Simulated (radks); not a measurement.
The chromium ion Cr2+, 22 electrons, occupied as [Ne] 3s2 3p5.75 3d4 4s0.25 (fractional occupations, a model configuration). Method: non-relativistic Kohn-Sham, SOGGA, spin-unpolarised, spherical densities, point nucleus; computed with a radial shooting solver on a logarithmic mesh with Libxc functionals.

X-ray form factor f0, the Fourier transform of the density (f0(0) = 22):

| sin(theta)/lambda (1/angstrom) | f0 (electrons) |
|---|---|
| 0.05 | 21.674 |
| 0.1 | 20.773 |
| 0.15 | 19.475 |
| 0.2 | 17.973 |
| 0.25 | 16.414 |
| 0.3 | 14.901 |
| 0.4 | 12.238 |
| 0.5 | 10.204 |
| 0.6 | 8.769 |
| 0.8 | 7.099 |
| 1 | 6.133 |
| 1.25 | 5.127 |
| 1.5 | 4.177 |
| 2 | 2.690 |
